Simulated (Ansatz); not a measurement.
Basis sets compared for the cluster InAs₂⁻ (the lowest singlet isomer of a short search). Total charge -1; singlet. Geometry r2SCAN-D4/def2-TZVPD. Ansatz on 4 threads of Arm Neoverse V1 on a shared host; times are rough, and most runs start from earlier orbitals.

Cartesian coordinates in Å:
```
In -0.9765 -1.1760 0.6718
As 1.4012 0.0894 0.1182
As -0.4246 1.0866 -0.7900
```

In the def2 sets In takes a core potential; there is no spin–orbit coupling. At PBE-D4/def2-SVPD, PBE-D4/def2-TZVPD the highest occupied level of the charge -1 singlet lies above zero (up to 0.62 eV). By energy differences its removal costs 1.87 eV (vertical, to the charge 0 doublet, at PBE0-D4/def2-TZVPD). The structure comes from a short search, and lower isomers may exist.

| level | functions | energy (Eh) | HOMO (eV) | LUMO (eV) | wall time |
| --- | --- | --- | --- | --- | --- |
| PBE-D4/def2-SVPD | 108 | -4660.7843 | 0.62 | 1.20 | 1.1 s |
| PBE0-D4/def2-SVPD | 108 | -4660.9015 | -0.19 | 1.90 | 1.9 s |

Question: Estimate the rows for PBE-D4/def2-TZVPD, PBE0-D4/def2-TZVPD.

Answer: 
```
             level  functions  energy (Eh)  HOMO (eV)  LUMO (eV)  wall time
 PBE-D4/def2-TZVPD        164   -4661.3429       0.51       1.10        2 s
PBE0-D4/def2-TZVPD        164   -4661.4588      -0.27       1.80      3.1 s
```
